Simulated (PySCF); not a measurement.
Compound: C₇H₈P₂.
Bonds: C1–C2 (double), C2–C3, C3–C4 (aromatic), C4–C5 (aromatic), C5–P6 (aromatic), P6–C7 (aromatic), C7–C8, C7–P9 (aromatic), C3–P9 (aromatic). Hydrogens: H10, H11 on C1; H12 on C2; H13 on C4; H14 on C5; H15, H16, H17 on C8.

The same species was optimised twice, with GFN2-xTB and with PBE0-D3(BJ)/def2-SVP (PySCF), and the same property calculations (PySCF, gas phase) were run on both structures.

```
     coordinate  GFN2-xTB  PBE0-D3(BJ)/def2-SVP  change
      C2–C3 (Å)     1.457                 1.469  +0.012
      C1=C2 (Å)     1.330                 1.341  +0.011
      C4–C5 (Å)     1.375                 1.386  +0.011
      C3–C4 (Å)     1.391                 1.402  +0.011
      C7–C8 (Å)     1.510                 1.512  +0.002
      C3–P9 (Å)     1.757                 1.754  -0.003
      C5–P6 (Å)     1.735                 1.737  +0.002
      P6–C7 (Å)     1.742                 1.741  -0.001
      C7–P9 (Å)     1.738                 1.738   0.000
   C3–P9–C7 (°)     105.1                 106.3    +1.2
   P6–C7–P9 (°)     129.4                 128.5    -0.9
   C2–C3–P9 (°)     112.8                 113.5    +0.7
   C5–P6–C7 (°)     103.3                 104.0    +0.7
   P6–C7–C8 (°)     115.4                 116.1    +0.7
   C3–C4–C5 (°)     127.2                 126.7    -0.5
   C4–C3–P9 (°)     125.7                 125.3    -0.4
   C2–C3–C4 (°)     121.5                 121.2    -0.3
C1–C2–C3–C4 (°)         7                    -1      -8
```

Rotational constants: A = 2260, B = 878.1, C = 635.4 MHz (GFN2-xTB) against A = 2259, B = 868.0, C = 629.6 MHz (PBE0-D3(BJ)/def2-SVP).

On the GFN2-xTB structure: HOMO (eV) -6.68 [PBE0/pcSseg-1]; LUMO (eV) -2.31 [PBE0/pcSseg-1]; dipole (D) 0.98 [PBE0/pcSseg-1]; GIAO shielding of C1 (ppm) 69.3 [PBE0/pcSseg-1]; GIAO shielding of C2 (ppm) 39.2 [PBE0/pcSseg-1]; GIAO shielding of C3 (ppm) 12.6 [PBE0/pcSseg-1]; GIAO shielding of C4 (ppm) 56.8 [PBE0/pcSseg-1]; GIAO shielding of C5 (ppm) 24.1 [PBE0/pcSseg-1]; GIAO shielding of P6 (ppm) 59.3 [PBE0/pcSseg-1]; GIAO shielding of C7 (ppm) -33.9 [PBE0/pcSseg-1]; GIAO shielding of C8 (ppm) 156.1 [PBE0/pcSseg-1].

Question: What do these properties become on the PBE0-D3(BJ)/def2-SVP structure?

Answer: 
```tsv
property	level	on GFN2-xTB	on PBE0-D3(BJ)/def2-SVP	change
HOMO (eV)	PBE0/pcSseg-1	-6.68	-6.69	-0.01
LUMO (eV)	PBE0/pcSseg-1	-2.31	-2.33	-0.02
dipole (D)	PBE0/pcSseg-1	0.98	0.98	0.00
energy, GFN2-xTB geometry as zero (kcal/mol)	PBE0/pcSseg-1	0.0	-0.4	-0.4
GIAO shielding of C1 (ppm)	PBE0/pcSseg-1	69.3	66.3	-3.0
GIAO shielding of C2 (ppm)	PBE0/pcSseg-1	39.2	37.2	-2.0
GIAO shielding of C3 (ppm)	PBE0/pcSseg-1	12.6	12.4	-0.2
GIAO shielding of C4 (ppm)	PBE0/pcSseg-1	56.8	54.0	-2.8
GIAO shielding of C5 (ppm)	PBE0/pcSseg-1	24.1	22.9	-1.2
GIAO shielding of P6 (ppm)	PBE0/pcSseg-1	59.3	54.3	-5.0
GIAO shielding of C7 (ppm)	PBE0/pcSseg-1	-33.9	-32.0	+1.9
GIAO shielding of C8 (ppm)	PBE0/pcSseg-1	156.1	154.8	-1.3
```

The heavy atoms differ by 0.044 Å rms after alignment. Among bonds between heavy atoms C1=C2, C2–C3, C3–C4 and C4–C5 change most and about equally (+0.011 to +0.012 Å). Changes are differences of the printed values. Neither structure is proved a minimum here.

Conformer computed: `[CH2:1]=[CH:2][c:3]1[cH:4][cH:5][p:6][c:7]([CH3:8])[p:9]1`: C1–C2–C3–C4 -1°.
